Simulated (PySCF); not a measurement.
**TDDFT excited states: C2H10N2SSi2**

Species: C₂H₁₀N₂SSi₂.
SMILES: `N[Si@@H]1CC[Si@H](S)N1`

Computed, not measured: PySCF, TDDFT B3LYP/def2-SVPD, vertical, gas phase, core orbitals frozen in the response. Isolated species at its GFN2-xTB geometry (one conformer only).

Question: List the vertical singlet excitations with oscillator strengths and describe the spectrum.

Answer: 

```json
{"state": "S1", "E (eV)": "5.85", "λ (nm)": "212.1", "ν̃ (cm⁻¹)": "47150", "f": "0.023", "main configurations (H = HOMO, L = LUMO)": "H→L (77%), H→L+1 (9%)"}
{"state": "S2", "E (eV)": "6.18", "λ (nm)": "200.6", "ν̃ (cm⁻¹)": "49850", "f": "0.0036", "main configurations (H = HOMO, L = LUMO)": "H-1→L (51%), H→L+2 (21%)"}
{"state": "S3", "E (eV)": "6.22", "λ (nm)": "199.4", "ν̃ (cm⁻¹)": "50150", "f": "0.033", "main configurations (H = HOMO, L = LUMO)": "H→L+1 (55%), H→L+2 (18%), H-1→L (13%)"}
{"state": "S4", "E (eV)": "6.26", "λ (nm)": "198.1", "ν̃ (cm⁻¹)": "50490", "f": "0.025", "main configurations (H = HOMO, L = LUMO)": "H-2→L (30%), H-1→L+1 (22%), H→L+2 (17%)"}
{"state": "S5", "E (eV)": "6.38", "λ (nm)": "194.4", "ν̃ (cm⁻¹)": "51430", "f": "0.010", "main configurations (H = HOMO, L = LUMO)": "H-1→L+1 (36%), H→L+2 (18%), H→L+1 (15%)"}
{"state": "S6", "E (eV)": "6.53", "λ (nm)": "189.8", "ν̃ (cm⁻¹)": "52670", "f": "0.0033", "main configurations (H = HOMO, L = LUMO)": "H-2→L (37%), H-1→L+1 (14%), H-1→L+2 (12%)"}
{"state": "S7", "E (eV)": "6.60", "λ (nm)": "187.8", "ν̃ (cm⁻¹)": "53250", "f": "0.023", "main configurations (H = HOMO, L = LUMO)": "H-1→L+2 (48%), H-2→L+2 (18%), H-2→L+1 (14%)"}
{"state": "S8", "E (eV)": "6.64", "λ (nm)": "186.8", "ν̃ (cm⁻¹)": "53540", "f": "0.027", "main configurations (H = HOMO, L = LUMO)": "H-2→L+1 (38%), H-1→L+1 (15%), H-1→L+2 (10%)"}
```

Triplets (Tamm–Dancoff): T1 5.51 eV, H→L (60%), H→L+1 (14%); T2 5.93 eV, H→L+2 (30%), H-1→L (28%), H-1→L+1 (8%); T3 5.96 eV, H-1→L+1 (23%), H→L+2 (20%), H-2→L (16%).

The lowest singlet lies at 5.85 eV (212 nm, ultraviolet) and is weak; its leading configuration is HOMO→LUMO (77%). The strongest level in the table is S3 at 6.22 eV (199 nm, f = 0.033). Löwdin shares by element: HOMO sulfur 62%, nitrogen 18% or more, silicon 6% or more, hydrogen 6% or more; LUMO sulfur 29%, silicon 23%, hydrogen 13% or more (atoms not listed hold the other 35%). Of the 8 states listed, 6 reach f = 0.01 and none stays under 0.0005. Orbital energies (eV): HOMO-3 -8.19, HOMO-2 -7.25, HOMO-1 -7.10, HOMO -6.83, LUMO 0.02, LUMO+1 0.16, LUMO+2 0.42. The listed states span 0.79 eV, and the widest gap between neighbours is 0.33 eV (S1 to S2). The window holds the lowest 8 singlets.

Without π bonds the low states are Rydberg-like; a valence basis with one diffuse set may place them up to an eV too high.
